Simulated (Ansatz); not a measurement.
A structure relaxed at r2SCAN-D4/def2-SVP in Ansatz, charge 0, singlet:

Cartesian coordinates in Å:
```
N 1.068 1.492 0.759
N 1.106 -1.379 0.739
N 0.256 0.532 -1.822
N -1.618 0.488 0.901
W 0.167 0.234 0.119
H 1.943 -1.387 1.315
H 0.820 -2.334 0.528
H -0.191 -0.060 -2.521
H 0.751 1.294 -2.279
H -1.879 1.232 1.542
H -2.422 -0.112 0.720
```

(1) Give its formula, name or SMILES and point group.

(2) Summarise the bond lengths by kind (pairs closer than 1.2 times the sum of covalent radii, bridged metal pairs left out).

## Answers

(1) WN(NH2)3 (WN4H6). Point group C3v (tolerance 0.1 Å).

(2) 4 × N–W 1.67 to 1.97 Å; 6 × H–N 1.02 Å. The metal has 4 neighbours: N 1.67 Å, N 1.97 Å, N 1.97 Å, N 1.97 Å.

In the def2 sets W takes a core potential; there is no spin–orbit coupling. The restricted singlet is unstable towards broken spin symmetry in Hartree–Fock (as tested in another run); at r2SCAN-D4/def2-SVP this wasn't settled.
